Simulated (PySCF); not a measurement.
Work out the structure from these simulated measurements.

Elements present: C, H, N and O. Monoisotopic mass: 107.0371 u.

| Item | Value |
| --- | --- |
| 13C NMR | chemical shifts (computed TMS as zero) by class: 195.4 (1 C), 157.4 (2 C), 144.2 (1 C), 127.2 (2 C) ppm [GIAO PBE0/pcSseg-1] |
| Dipole | 1.76 D [PBE0/pcSseg-1] |
| NMR, other nuclei | isotropic shieldings of nuclei other than C and H, by class: -119 (1 N), -358 (1 O) ppm [GIAO PBE0/pcSseg-1] |
| Rotational structure | rotational constants A, B, C: 5.531, 1.568, 1.221 GHz [PBE0-D3(BJ)/def2-SVP] |
| 1H NMR | chemical shifts (computed TMS as zero) by class: 9.99 (1 H), 9.12 (2 H), 7.66 (2 H) ppm [GIAO PBE0/pcSseg-1] |
| Couplings | largest of the computed one-bond spin–spin couplings (means over like bonds): 13C–1H +189.5 (×2), 13C–1H +180.8, 13C–1H +172.8 (×2), 13C–13C +61.1 (×2), 13C–13C +59.0 (×2), 13C–13C +55.6, 17O–13C +33.2, 15N–13C +0.7 (×2) Hz [B3LYP/pcJ-1, spin–dipole term left out for some pairs] |

Gas-phase values; electronic properties from PySCF, density fitting. Levels stand in brackets. Isolated species at its PBE0-D3(BJ)/def2-SVP geometry (one conformer only). NMR values are class means; diastereotopic atoms form classes of their own.

Question: Which formula fits the mass and the elements?

Answer: C6H5NO (calculated 107.0371). No other formula that holds each of these elements comes within 0.0003 u with a fitting electron parity and a possible valence count.

Question: Give a SMILES that accounts for the data.

Answer: Numbering: `[O:1]=[CH:2][c:3]1[cH:4][cH:5][n:6][cH:7][cH:8]1`. Its formula, C6H5NO, gives 5 degrees of unsaturation: 1 ring and 4 π bonds in the structure found (Kekulé form). 6 carbons fall into 4 classes; from least to most shielded: aldehyde carbon [C2] (195.4 ppm), aromatic CH next to a ring nitrogen [C5/C7] (157.4 ppm, 2 C), substituted aromatic carbon [C3] (144.2 ppm), aromatic CH carbon [C4/C8] (127.2 ppm, 2 C, up to 5.9 ppm apart in this geometry). Hydrogen classes from least to most shielded: 1 H on an aldehyde carbon, C2 (9.99 ppm), 2 H on 2 like atoms (aromatic CH next to a ring nitrogen), C5/C7 (9.12 ppm), 2 H on 2 aromatic CH carbons, C4/C8 (7.66 ppm, a mean of values up to 0.6 ppm apart in this geometry). The other shieldings belong to: -119 ppm, pyridine-type nitrogen [N6]; -358 ppm, aldehyde oxygen [O1]. The couplings run between: +189.5 Hz, aromatic CH next to a ring nitrogen [C5] and its hydrogen (with 1 like pair); +180.8 Hz, aldehyde carbon [C2] and its hydrogen; +172.8 Hz, aromatic CH carbon [C4] and its hydrogen (with 1 like pair); +61.1 Hz, substituted aromatic carbon [C3] and aromatic CH carbon [C4] (with 1 like pair); +59.0 Hz, aromatic CH carbon [C4] and aromatic CH next to a ring nitrogen [C5] (with 1 like pair); +55.6 Hz, aldehyde carbon [C2] and substituted aromatic carbon [C3]; +33.2 Hz, aldehyde oxygen [O1] and aldehyde carbon [C2]; +0.7 Hz, pyridine-type nitrogen [N6] and aromatic CH next to a ring nitrogen [C5] (with 1 like pair). The optimised geometry has point group Cs and is an asymmetric top. Structure: 4-pyridine carbaldehyde (`c1cnccc1C=O`). Computed isomers that give other values at the same levels: `O=Cc1ccccn1` (13C chemical shifts (computed TMS as zero) by class: 198.8 (1 C), 156.7 (1 C), 155.7 (1 C), 142.1 (1 C), 132.9 (1 C), 127.1 (1 C) ppm); `O=Nc1ccccc1` (13C chemical shifts (computed TMS as zero) by class: 160.8 (1 C), 141.7 (1 C), 134.6 (2 C), 124.1 (2 C) ppm). The assignments are read from this structure; whether some other isomer fits the data as well wasn't checked.

The values belong to the conformer `[O:1]=[CH:2][c:3]1[cH:4][cH:5][n:6][cH:7][cH:8]1`: O1–C2–C3–C4 180°.
